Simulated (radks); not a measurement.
All-electron atom: Tm2+ in [Xe] 4f12 6p1 (not the ground configuration).

Method: Dirac Kohn-Sham, PBE, spin-unpolarised, spherical densities, point nucleus; open shells fill j = l - 1/2 first; computed with a radial shooting solver on a logarithmic mesh with Libxc functionals.

Energy parts (hartree):
| part | energy |
|---|---|
| total | -13581.1423 |
| kinetic | 15042.1895 |
| electron-nucleus | -33608.0280 |
| Hartree | 5270.7233 |
| exchange-correlation | -286.0271 |

Orbitals (lengths in bohr, moments of r in powers of bohr; r(90%) holds 90 % of the orbital's charge):
orbital,occ.,eigenvalue (hartree),<r^2>,<1/r>,r(90%),small-component weight
1s1/2,2,-2177.181,0.0005483,79.12,0.0363,6.69e-02
2s1/2,2,-367.8762,0.008455,19.06,0.131,1.50e-02
2p1/2,2,-350.6471,0.006089,19.03,0.116,1.50e-02
2p3/2,4,-314.6251,0.007305,16.42,0.126,1.38e-02
3s1/2,2,-83.41784,0.05570,6.981,0.324,4.84e-03
3p1/2,2,-75.84492,0.05148,6.895,0.316,4.78e-03
3p3/2,4,-68.23925,0.05828,6.227,0.335,4.42e-03
3d3/2,4,-55.33520,0.04578,6.113,0.308,4.31e-03
3d5/2,6,-53.67347,0.04766,5.951,0.313,4.20e-03
4s1/2,2,-17.19105,0.2795,2.922,0.715,1.56e-03
4p1/2,2,-14.14577,0.2914,2.813,0.736,1.48e-03
4p3/2,4,-12.42523,0.3288,2.582,0.782,1.34e-03
4d3/2,4,-7.41761,0.3691,2.361,0.848,1.16e-03
4d5/2,6,-7.10385,0.3838,2.304,0.864,1.12e-03
5s1/2,2,-2.78378,1.645,1.105,1.74,3.25e-04
5p1/2,2,-1.93833,2.062,0.9787,1.97,2.60e-04
5p3/2,4,-1.71015,2.380,0.8997,2.12,2.27e-04
4f5/2,6,-1.04208,0.7251,1.761,1.28,7.07e-04
4f7/2,6,-0.99539,0.7548,1.735,1.30,6.90e-04
6p1/2,1,-0.48673,15.27,0.3412,5.30,3.91e-05
6p3/2,0,-0.45831,16.94,0.3229,5.57,3.60e-05

The highest occupied level is 6p1/2 at -13.245 eV. The density falls to 0.001 e/bohr^3 at r = 4.41 bohr. Summed over all electrons, <r^2> = 48.29 bohr^2, which gives a Langevin (diamagnetic) susceptibility term of -38.2 x 10^-6 cm^3/mol.
